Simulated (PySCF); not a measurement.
**Excitation energy of V²⁺ by level of theory**

V²⁺ [Ar] 3d3 (4F) → V²⁺ [Ar] 3d2 4s1 (4F), as a difference of total energies. All numbers are calculated (PySCF 2.14, no relativity, point nucleus, in aug-cc-pVDZ (7s6p4d2f, 59 functions)). Correlated levels: valence: [Ar] frozen. The calculations carry no spin-orbit coupling.

```json
{"method": "UHF", "excitation energy (eV)": "5.670"}
{"method": "MP2 (valence)", "excitation energy (eV)": "5.835"}
{"method": "SCS-MP2 (valence)", "excitation energy (eV)": "5.725"}
{"method": "CCSD (valence)", "excitation energy (eV)": "5.866"}
{"method": "CCSD(T) (valence)", "excitation energy (eV)": "5.867"}
```

**Question.** How much does correlation contribute at CCSD(T) (valence)?

**Answer.** 5.867 − (5.670) = 0.197 eV, measured against UHF.
